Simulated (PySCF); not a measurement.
Mg, singlet; DF-BLYP/6-31G* in PySCF.

Input for PySCF:
```python
from pyscf import gto, scf, dft

mol = gto.M(
    atom='''
Mg    0.000000    0.000000    0.000000
''',
    basis='6-31g*',
    charge=0,
    spin=0,
    verbose=4,
)

mf = dft.RKS(mol)
mf.xc = 'blyp'
mf = mf.density_fit(auxbasis='def2-universal-jkfit')
mf.kernel()
```

It wrote (shortened):

```
PySCF version 2.14.0

[INPUT] verbose = 4
[INPUT] num. atoms = 1
[INPUT] num. electrons = 12
[INPUT] charge = 0
[INPUT] spin (= nelec alpha-beta = 2S) = 0
[INPUT] symmetry False subgroup None
[INPUT] Mole.unit = angstrom
[INPUT] Symbol           X                Y                Z      unit          X                Y                Z       unit  Magmom
[INPUT]  1 Mg     0.000000000000   0.000000000000   0.000000000000 AA    0.000000000000   0.000000000000   0.000000000000 Bohr   0.0

nuclear repulsion = 0
number of shells = 8
number of NR pGTOs = 51
number of NR cGTOs = 18
basis = 6-31g*
ecp = {}

******** <class 'pyscf.df.df_jk.DFRKS'> ********
method = DFRKS
initial guess = minao
damping factor = 0
level_shift factor = 0
DIIS = <class 'pyscf.scf.diis.CDIIS'>
diis_start_cycle = 1
diis_space = 8
diis_damp = 0
SCF conv_tol = 1e-09
SCF conv_tol_grad = None
SCF max_cycles = 50
direct_scf = False
XC library pyscf.dft.libxc version 7.1.2
    S. Lehtola, C. Steigemann, M. J. T. Oliveira, and M. A. L. Marques,  SoftwareX 7, 1–5 (2018)
XC functionals = blyp
    A. D. Becke,  Phys. Rev. A 38, 3098 (1988)
    C. Lee, W. Yang, and R. G. Parr,  Phys. Rev. B 37, 785 (1988)
    B. Miehlich, A. Savin, H. Stoll, and H. Preuss,  Chem. Phys. Lett. 157, 200 (1989)
radial grids:
    Treutler-Ahlrichs [JCP 102, 346 (1995); DOI:10.1063/1.469408] (M4) radial grids

becke partition: Becke, JCP 88, 2547 (1988); DOI:10.1063/1.454033
pruning grids: <function nwchem_prune>
grids dens level: 3
symmetrized grids: False
atomic radii adjust function: <function treutler_atomic_radii_adjust>
small_rho_cutoff = 0
Set gradient conv threshold to 3.16228e-05
Initial guess from minao.
tot grids = 18584
init E= -200.057313774617
  HOMO = -0.166705551883586  LUMO = -0.0417479202530659  gap/eV = 3.40027
cycle= 1 E= -200.063534699723  delta_E= -0.00622  |g|= 0.0225  |ddm|= 0.148
  HOMO = -0.16968198030806  LUMO = -0.0433251492063748  gap/eV = 3.43834
cycle= 2 E= -200.063650230904  delta_E= -0.000116  |g|= 0.00544  |ddm|= 0.0516
  HOMO = -0.168191672692239  LUMO = -0.0423402800274319  gap/eV = 3.42459
cycle= 3 E= -200.063659440349  delta_E= -9.21e-06  |g|= 0.000157  |ddm|= 0.0156
  HOMO = -0.168354240421099  LUMO = -0.0424595953128589  gap/eV = 3.42577
cycle= 4 E= -200.063659466733  delta_E= -2.64e-08  |g|= 4.75e-07  |ddm|= 0.00117
  HOMO = -0.168354133833235  LUMO = -0.0424595595578202  gap/eV = 3.42577
cycle= 5 E= -200.063659466733  delta_E= -1.14e-13  |g|= 2.78e-10  |ddm|= 2.01e-06
  HOMO = -0.168354133817048  LUMO = -0.0424595595668826  gap/eV = 3.42577
Extra cycle  E= -200.063659466733  delta_E= 1.14e-13  |g|= 7.17e-11  |ddm|= 8.31e-10
converged SCF energy = -200.063659466733
```
